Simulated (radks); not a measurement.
Polarisability of the rubidium ion Rb7+, [Ar] 3d10 4s2, at imaginary frequency. All-electron calculation, non-relativistic Kohn-Sham, LB94 model potential, spin-polarised, spherical densities, point nucleus; relativity is left out, which matters for an element this heavy. Program: a radial shooting solver on a logarithmic mesh with Libxc functionals. Response by self-consistent Sternheimer equations with the Hartree and adiabatic LDA kernel.

| w (hartree) | alpha1(iw) (bohr^3) | alpha2(iw) (bohr^5) |
|---|---|---|
| 0.00266 | 2.163 | 2.057 |
| 0.0143 | 2.163 | 2.057 |
| 0.0360 | 2.160 | 2.056 |
| 0.0697 | 2.150 | 2.054 |
| 0.118 | 2.126 | 2.048 |
| 0.186 | 2.074 | 2.036 |
| 0.280 | 1.970 | 2.011 |
| 0.413 | 1.787 | 1.961 |
| 0.605 | 1.502 | 1.862 |
| 0.892 | 1.131 | 1.678 |
| 1.35 | 0.7516 | 1.367 |
| 2.12 | 0.4519 | 0.9314 |
| 3.59 | 0.2575 | 0.4910 |
| 6.94 | 0.1331 | 0.1905 |
| 17.5 | 0.04313 | 0.04543 |

Static values: alpha1 = 2.163 bohr^3 (0.3206 angstrom^3; uncoupled 3.560), alpha2 = 2.057 bohr^5, alpha3 = 3.599 bohr^7. C6 = 3.571, C8 = 22.74, triple-dipole C9 = 5.355 atomic units. One-pole (London) frequency 4 C6 / (3 alpha1^2) = 1.017 hartree, against 4.943 for minus the highest occupied eigenvalue.
